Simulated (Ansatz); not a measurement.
Stepwise reaction of `[CH3][Al]([OH])[SiH2]O` with hydrogen, as a gas-phase model of exchange steps in deposition or etching. ΔE in kJ/mol.

Gas-phase electronic energies from Ansatz, PBE0-D4/def2-TZVP geometries. CCSD(T)/CBS is the MP2 limit (def2-TZVPP, def2-QZVPP) plus CCSD(T) − MP2 in def2-TZVPP, frozen cores. This one scheme is used for every species. Functionals use def2-TZVPP. B3LYP here is the variant with VWN-RPA as its local correlation; programs differ in this. Each species was taken in one conformer, which may not be the lowest.

| step | reaction | PBE-D4 | B3LYP-D4 | ωB97M-V | CCSD(T)/CBS |
| --- | --- | --- | --- | --- | --- |
| 1 | `[CH3][Al]([OH])[SiH2]O` + H₂ → `[CH3][Al]([OH])[SiH3]` + H₂O | 42.2 | 48.9 | 47.0 | 45.2 |

(1) Give the row of step 2, `[CH3][Al]([OH])[SiH3]` + H₂ → `[CH3][AlH][SiH3]` + H₂O. (Best estimate.)

(2) By hand: ΔE of the 2 steps together at CCSD(T)/CBS.

Results:

(1) Computed: 
| step | reaction | PBE-D4 | B3LYP-D4 | ωB97M-V | CCSD(T)/CBS |
| --- | --- | --- | --- | --- | --- |
| 2 | `[CH3][Al]([OH])[SiH3]` + H₂ → `[CH3][AlH][SiH3]` + H₂O | 125.0 | 129.8 | 127.9 | 126.6 |

(2) (45.2) + (126.6) = 171.8 kJ/mol, or 85.9 kJ/mol a step.

In ΔE each step is higher than the one before. All are uphill at CCSD(T)/CBS. PBE-D4 differs from CCSD(T)/CBS by -3.0 to -1.6 kJ/mol a step. Isolated molecules leave out the surface, adducts and barriers. Largest T1 diagnostic: 0.013.
